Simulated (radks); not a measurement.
Trend from Zn2+ to Hg2+: ionisation energy by Delta-SCF between NIST ground configurations, and size. Method: Dirac Kohn-Sham, PBE, spin-unpolarised, spherical densities, finite nucleus; open shells fill j = l - 1/2 first; Fermi nuclear charge, rms radius of each element as measured or else 0.836 A^(1/3) + 0.57 fm; computed with a radial shooting solver on a logarithmic mesh with Libxc functionals.

species	configuration	configuration of the ion	IE (eV)	NIST (eV)	kind	-e(HOMO) (eV)
Zn2+	[Ar] 3d10	[Ar] 3d9	40.376	39.723	exp.	30.709 (3d5/2)
Cd2+	[Kr] 4d10	[Kr] 4d9	37.698	37.47	exp.	30.153 (4d5/2)
Hg2+	[Xe] 4f14 5d10	[Xe] 4f14 5d9	34.704	34.49	exp.	28.022 (5d5/2)

Reference values: NIST Atomic Spectra Database (exp. = measured, semi-emp. = semi-empirical, theory = theoretical value adopted there). Spin polarisation and multiplet splitting are left out, so open shells lie too high by an amount that depends on their filling.

Beside tabulated values, note that spin-unpolarised runs miss the spin-polarisation part of the exchange energy of open shells.
